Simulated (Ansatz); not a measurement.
Consider the ligand exchange at a B–C bond: `CB[CH](F)[AlH2]` + H–F → `CBF` + `F[CH2][AlH2]`.

Gas-phase electronic energies from Ansatz, PBE0-D4/def2-TZVP geometries. CCSD(T)/CBS is the MP2 limit (def2-TZVPP, def2-QZVPP) plus CCSD(T) − MP2 in def2-TZVPP, frozen cores. This one scheme is used for every species. DFT in def2-TZVPP. B3LYP here is the variant with VWN-RPA as its local correlation; programs differ in this. Each species was taken in one conformer, which may not be the lowest.

`CB[CH](F)[AlH2]`:

```xyz
12

C    -1.012   -0.906   -0.102
B    -0.718    0.580    0.452
C     0.161    1.430   -0.363
F     0.601    2.654    0.049
Al    1.329   -0.324    0.110
H    -0.978   -1.023   -1.187
H    -2.017   -1.169    0.243
H    -0.416   -1.736    0.338
H    -0.991    0.850    1.584
H     0.303    1.329   -1.443
H     1.864   -0.982   -1.223
H     1.874   -0.704    1.543
```

H–F:

Cartesian coordinates in Å:
```
F 0.219 -0.059 0.400
H -0.219 0.059 -0.400
```

`CBF`:

Z-matrix (Å, degrees):
```
C
B 1 1.553
H 1 1.096 2 109.6
H 1 1.091 2 114.0 3 122.5
H 1 1.096 2 109.7 3 -114.9
F 2 1.327 1 120.6 3 -122.2
H 2 1.202 1 123.5 3 57.8
```

`F[CH2][AlH2]`:

Z-matrix (Å, degrees):
```
C
Al 1 1.981
F 1 1.398 2 112.4
H 1 1.099 2 111.6 3 121.1
H 1 1.099 2 111.6 3 -121.1
H 2 1.589 1 117.1 3 -179.9
H 2 1.583 1 121.0 3 0.1
```

(1) Is it downhill or uphill in electronic energy at CCSD(T)/CBS, and by how much? (Best estimate.)

(2) What do these levels give: PBE-D4, r2SCAN-D4, ωB97X-V, ωB97M-V, B2PLYP, r2SCAN, B3LYP, MP2/def2-TZVPP, SCS-MP2/def2-TZVPP, CCSD/def2-TZVPP, MP2/def2-QZVPP, CCSD/CBS(def2)? (An estimate is asked.)

Largest T1 diagnostic among the species: 0.013.

Answers

(1) The calculation gave: Downhill: ΔE = -26.8 kcal/mol.

(2) Ansatz gave: PBE-D4 -22.6, r2SCAN-D4 -25.9, ωB97X-V -30.2, ωB97M-V -28.0, B2PLYP -32.0, r2SCAN -26.4, B3LYP -34.0, MP2/def2-TZVPP -26.6, SCS-MP2/def2-TZVPP -30.4, CCSD/def2-TZVPP -30.5, MP2/def2-QZVPP -26.1, CCSD/CBS(def2) -29.5 kcal/mol.

The D4 term adds +3.3 kcal/mol with B3LYP and +1.8 kcal/mol with PBE0; it sums over pairs of atoms, weighted by their polarisabilities, and B3LYP, whose exchange is more repulsive, gets the larger term. From PBE to PBE0 (25 % exact exchange), in def2-TZVPP and without D4, ΔE moves by −1.6 kcal/mol.
